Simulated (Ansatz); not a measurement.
Stepwise reaction of `O[Si](O)(F)[SiH3]` with hydrogen fluoride, as a gas-phase model of exchange steps in deposition or etching. ΔE in kJ/mol; ΔG adds harmonic PBE0-D4 terms to CCSD(T)/CBS, at 1 bar.

Isolated molecules relaxed with PBE0-D4/def2-TZVP in Ansatz; ΔE leaves out vibrations. CBS: MP2 limit from def2 TZ/QZ plus the TZ coupled-cluster correction, frozen cores. This one scheme is used for every species. Functionals use def2-TZVPP. B3LYP here is the variant with VWN-RPA as its local correlation; programs differ in this. Each species was taken in one conformer, which may not be the lowest.

```json
{"step": "1", "reaction": "`O[Si](O)(F)[SiH3]` + H–F → `O[Si](F)(F)[SiH3]` + H₂O", "PBE-D4": "-39.7", "B3LYP-D4": "-42.5", "ωB97M-V": "-42.4", "CCSD(T)/CBS": "-42.0", "ΔG(400 K)": "-43.3"}
{"step": "2", "reaction": "`O[Si](F)(F)[SiH3]` + H–F → `F[Si](F)(F)[SiH3]` + H₂O", "PBE-D4": "-35.9", "B3LYP-D4": "-37.1", "ωB97M-V": "-37.3", "CCSD(T)/CBS": "-37.3", "ΔG(400 K)": "-33.5"}
```

Task: By hand: ΔE of the 2 steps together at CCSD(T)/CBS.

Result: (-42.0) + (-37.3) = -79.3 kJ/mol, or -39.6 kJ/mol a step.

In ΔE the steps differ by no more than 4.7 kJ/mol. All are downhill at CCSD(T)/CBS. ΔG lies between -43.3 and -33.5 kJ/mol a step. PBE-D4 differs from CCSD(T)/CBS by 1.4 to 2.3 kJ/mol a step. Isolated molecules leave out the surface, adducts and barriers. Largest T1 diagnostic: 0.013.
